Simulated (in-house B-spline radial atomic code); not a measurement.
Results of a calculation; reference values are marked as such.
# Correlation energy from the adiabatic connection: ω²r²/2, ω = 5.63

Two electrons in a singlet, external potential ω²r²/2, ω = 5.63 (atomic units). Full CI in B-splines (partial waves to l = 8, correlation up to 0.6 % small) with the density held fixed gives W(λ) = <V_ee>_λ − U, and E_c is the integral of W(λ) − W(0) from 0 to 1.

| λ | W(λ) − W(0) (hartree) |
| --- | --- |
| 0 | 0.00000 |
| 0.02 | -0.00199 |
| 0.05 | -0.00495 |
| 0.12 | -0.01178 |
| 0.25 | -0.02413 |
| 0.4 | -0.03789 |
| 0.6 | -0.05543 |
| 0.8 | -0.07213 |
| 1 | -0.08802 |

Integrate the table by the trapezoid rule.

The strips give -0.00002, -0.00010, -0.00059, -0.00233, -0.00465, -0.00933, -0.01276, -0.01601, which sum to -0.04580 hartree. The direct value, W(1) − W(0) + T_c with T_c = 0.04217, is -0.04585; the curve is convex, so chords lie above it and the trapezoids fall short in size by 0.11 %.

Now use only three numbers: W(0) = -1.839, the initial slope W'(0) = -0.09966 (extrapolated from the first points) and the strong-coupling limit of the point-charge-plus-continuum model, W∞ = -2.5143. What do second-order theory and the interpolation W(λ) = W∞ + (W(0) − W∞)/√(1 + 2χλ) of Seidl, Perdew and Levy give?

Second order keeps the slope alone: E_c = W'(0)/2 = -0.04983, +9 % in size against -0.04585. Matching the slope fixes χ = W'(0)/(W∞ − W(0)) = -0.09966/(-0.67530) = 0.14758. Integrating, with s = √(1 + 2χ) = 1.138050, E_c = −(W(0) − W∞)(s − 1)/(s + 1) = −0.67530 × 0.138050/2.138050 = -0.04360 hartree, -4.9 % in size against the full result. At λ = 1 the formula gives W − W(0) = -0.08192 against -0.08802. Part of the miss can come from the model's W∞.
